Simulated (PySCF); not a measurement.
## Worked example: chemical shift, span and skew from a shielding tensor

Be(H)(SiH3) (BeH4Si), SMILES [BeH][SiH3]. Atoms are numbered in the order given.

```xyz
6

Be     0.0000     0.0000    -1.7037
H      0.0000     0.0000    -3.0346
Si     0.0000     0.0000     0.4804
H      1.1943     0.6895     1.0413
H      0.0000    -1.3791     1.0413
H     -1.1943     0.6895     1.0413
```

Geometry: B3LYP-D3(BJ)/def2-TZVP.

GIAO shieldings from KT2/pcSseg-2 run with PySCF, non-relativistic, no solvent. The symmetric part of the tensor of Si3 has the principal values 490.6, 503.8, 503.8 ppm. The same nucleus in TMS has σ = 351.7 ppm at this level (PySCF, at its B3LYP-D3(BJ)/def2-TZVP geometry).

**Question.** Work out the isotropic shielding, the ²⁹Si shift against TMS, the span and the skew.

**Answer.** 
σ(iso) = (σ11 + σ22 + σ33)/3 = 499.4 ppm. δ = σ(ref) − σ(iso) = 351.7 − (499.4) = -147.7 ppm.
Span Ω = σ33 − σ11 = 13.2 ppm. Skew κ = 3(σ(iso) − σ22)/Ω = -1.00, an axial tensor. Tumbling in solution averages the tensor to δ; in a static solid the shielding alone would spread this spin-1/2 line over Ω.
